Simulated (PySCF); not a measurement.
**TDDFT excited states: C5H8N2Si**

Compound: C₅H₈N₂Si.
Bonds: C1–N2 (double), N2–C3, C3–C4 (aromatic), C4–C5 (aromatic), C5–N6 (aromatic), N6–Si7, N6–C8 (aromatic), C3–C8 (aromatic). Hydrogens: H9, H10 on C1; H11 on C4; H12 on C5; H13, H14, H15 on Si7; H16 on C8.

Method used: TDDFT wB97X-D/def2-SVPD, vertical, gas phase, core orbitals frozen in the response (PySCF 2.14.0, density-fitted response routines). The structure is a single GFN2-xTB conformer in the gas phase; no vibrational or solvent corrections. Torsions of this conformer, `[CH2:1]=[N:2][c:3]1[cH:4][cH:5][n:6]([SiH3:7])[cH:8]1`: C1–N2–C3–C4 -11°.

Problem. Predict the UV-vis stick spectrum at this level.

Solution. 

| state | λ (nm) | E (eV) | f | main configurations (H = HOMO, L = LUMO) |
| --- | --- | --- | --- | --- |
| S1 | 273.3 | 4.54 | 0.025 | H-2→L (74%), H→L (16%) |
| S2 | 235.1 | 5.27 | 0.319 | H→L (78%), H-2→L (14%) |
| S3 | 216.4 | 5.73 | 0.121 | H-1→L (81%) |
| S4 | 207.4 | 5.98 | 0.0016 | H→L+1 (89%) |
| S5 | 198.8 | 6.24 | 0.101 | H→L+3 (76%) |
| S6 | 185.7 | 6.68 | 0.0081 | H-1→L+1 (79%) |
| S7 | 184.2 | 6.73 | 0.013 | H→L+4 (34%), H→L+2 (28%), H→L+6 (9%) |
| S8 | 178.3 | 6.95 | 0.202 | H-1→L+3 (48%), H→L+4 (20%), H→L+5 (11%) |

Triplets, Tamm–Dancoff:

```tsv
state	E (eV)	λ (nm)	main configurations (H = HOMO, L = LUMO)
T1	3.48	356.7	H→L (82%)
T2	4.01	309.2	H-2→L (88%)
T3	4.61	269.0	H→L+3 (57%), H-1→L+3 (15%)
```

The lowest singlet comes at 273 nm (438 kJ/mol) in the ultraviolet; it is weak; its leading configuration is HOMO-2→LUMO (74%). The strongest level in the table is S2 at 5.27 eV (235 nm, f = 0.319). Löwdin shares by element: HOMO carbon 70% or more (atoms not listed hold the other 30%); LUMO carbon 42% or more, nitrogen 25% or more, hydrogen 6% or more (atoms not listed hold the other 28%). Weighted by f, the mean energy of these states is 5.91 eV. The oscillator strengths of these states sum to 0.789; summed over the whole spectrum of an exact calculation they would give the number of electrons, 66 (Thomas–Reiche–Kuhn). Orbital energies (eV): HOMO-3 -11.75, HOMO-2 -9.10, HOMO-1 -8.78, HOMO -7.94, LUMO 1.05, LUMO+1 1.78, LUMO+2 2.07. Singlets were solved by full linear response, triplets in the Tamm–Dancoff approximation.
